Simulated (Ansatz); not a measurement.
Relaxation of ClGeH5 (7 atoms, charge 0, multiplicity 1), to a largest force component of 0.03 eV/Å in at most 50 steps.

These are results of RKS PBE0/def2-TZVP (Ansatz), not measurements.

```xyz
7
Properties=species:S:1:pos:R:3
Ge 0.217 0.000 -0.065
H 0.195 0.000 1.484
H 1.686 0.000 -0.508
H -0.488 1.261 -0.568
H -0.488 -1.261 -0.568
Cl -2.870 0.000 1.427
H -1.622 0.000 1.886
```

**Question.** Where does it end, and by what steps?

**Answer.** The run converged. The force dipped under the threshold on the way, but the program's further checks kept it going. After 18 steps the energy has fallen by 0.102 eV; Cl6 moved furthest, 0.93 Å.

```tsv
step	energy less start (eV)	largest force component (eV/Å)	accepted
0	0.0000	1.202	yes
1	-0.0621	0.830	yes
2	-0.0878	0.322	yes
3	-0.0784	0.528	no
4	-0.0934	0.047	yes
5	-0.0966	0.024	yes
6	-0.0984	0.117	yes
7	-0.0991	0.134	yes
8	-0.1000	0.101	yes
9	-0.1001	0.234	yes
10	-0.1012	0.064	yes
11	-0.1015	0.003	yes
12	-0.1015	0.172	no
13	-0.1018	0.025	yes
14	-0.1014	0.201	no
15	-0.1020	0.050	yes
16	-0.1020	0.096	yes
17	-0.1022	0.031	yes
18	-0.1023	0.003	yes
```

```xyz
7
Properties=species:S:1:pos:R:3
Ge 0.375 0.000 -0.244
H -0.084 0.000 1.227
H 1.907 0.000 -0.272
H -0.169 1.257 -0.932
H -0.169 -1.257 -0.932
Cl -3.234 0.000 2.287
H -1.995 0.000 1.954
```

Whether the end is a true minimum wasn't checked by a vibrational analysis.

The run took 14 s on 4 threads of Arm Neoverse V2, on a shared host, peak memory 0.21 GiB.
